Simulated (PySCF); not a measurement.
Bond curve of ZnF

Set-up: basis Zn pcseg-1, F pcseg-1; no relativity; PySCF 2.14. Energies in eV from Zn + F in their ground configurations at the same level. State: ²Σ⁺ (doublet), unpaired electrons σ ↑.

All columns are UHF. A positive dipole means Zn(−)F(+).

```tsv
R (Å)	E (eV)	μ (D)	Mulliken charge on Zn (basis-dependent)	HOMO (eV)	LUMO (eV)	Mayer bond order	⟨S²⟩
1.552	-0.828	-3.11	0.72	-8.33	0.57	0.55	0.75
1.625	-1.428	-3.47	0.71	-8.47	0.44	0.55	0.75
1.697	-1.751	-3.84	0.70	-8.61	0.32	0.54	0.75
1.751	-1.863	-4.12	0.71	-8.72	0.22	0.53	0.75
1.805	-1.892	-4.41	0.71	-8.83	0.12	0.52	0.75
1.859	-1.859	-4.69	0.71	-8.94	0.03	0.51	0.75
1.931	-1.743	-5.07	0.72	-9.08	-0.11	0.49	0.75
2.022	-1.521	-5.55	0.73	-9.26	-0.28	0.47	0.76
2.130	-1.190	-6.10	0.74	-9.47	-0.48	0.45	0.76
2.274	-0.705	-6.75	0.74	-9.73	-0.74	0.44	0.76
```

A fit through these points gives, at Re = 1.801 Å, μ = -4.39 D and dμ/dR = -5.25 D/Å; the reduced mass is 14.65 u.

Question: How strong is the fundamental in the double-harmonic approximation, I = 42.26·(dμ/dR)²/μred km/mol?

Answer: I = 42.26·(-5.25)²/14.65 = 79.5 km/mol at UHF.

Hartree–Fock leaves out correlation, which carries a large part of most bond energies and some tenths to 1 eV of ionisation energies. The state was picked by a PBE0 search and need not be the measured ground state.
